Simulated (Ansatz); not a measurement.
`NC#C[CH2][InH2]` + H₂O → `NC#CCO` + `[InH3]` at 600 K and 1 bar (formal hydrolysis of a C–In bond).

Calculated with Ansatz (gas phase, PBE0-D4/def2-TZVP geometries, no zero-point term in ΔE). CBS: MP2 limit from def2 TZ/QZ plus the TZ coupled-cluster correction, frozen cores. This one scheme is used for every species. Elements past krypton have def2 core potentials. For In outer-core shells are correlated without core-valence functions, which leaves a few kJ/mol of doubt a bond. One conformer a species, not always the lowest.

```csv
species,CCSD(T)/CBS energy (Eh),H − E (kJ/mol),S (J/(mol·K))
`NC#C[CH2][InH2]`,-362.18106,264.2,473.7
H₂O,-76.37941,76.8,212.8
`NC#CCO`,-246.95579,262.4,403.4
`[InH3]`,-191.56739,71.1,266.1
```

H − E and S are ideal-gas, rigid-rotor, harmonic terms from PBE0-D4/def2-TZVP, for one conformer and one mirror image of each species. 1 Eh = 2625.50 kJ/mol, R = 8.31446 J/(mol·K).

Q: By hand: ΔE, ΔH, ΔS and ΔG.

A: ΔE = (-246.95579) + (-191.56739) − (-362.18106) − (-76.37941) = 0.03729 Eh = 97.9 kJ/mol. Δ(H − E) = 262.4 + 71.1 − 264.2 − 76.8 = -7.5, so ΔH = 90.4 kJ/mol. ΔS = 403.4 + 266.1 − 473.7 − 212.8 = -17.0 J/(mol·K). ΔG = 90.4 − 600 × (-17.0)/1000 = 100.6 kJ/mol.

Q: By hand: the equilibrium constant, and the temperature at which ΔG would vanish if ΔH and ΔS stayed fixed.

A: log₁₀ K = −ΔG/(RT ln 10) = -8.8. ΔH and −TΔS have one sign here, so there is no such temperature.

ΔH outweighs TΔS. A doubt of 5 kJ/mol in ΔE shifts log₁₀ K by 0.4 here. Other conformers and mirror images would add mixing entropy, several J/(mol·K) or more a flexible species. Modes under 60 cm⁻¹, often nearly free rotors, make the harmonic entropy too high. These are equilibria of isolated gas molecules and say nothing of rates. Largest T1 diagnostic: 0.014 (customary marks: 0.02 for closed shells, 0.045 for open ones).
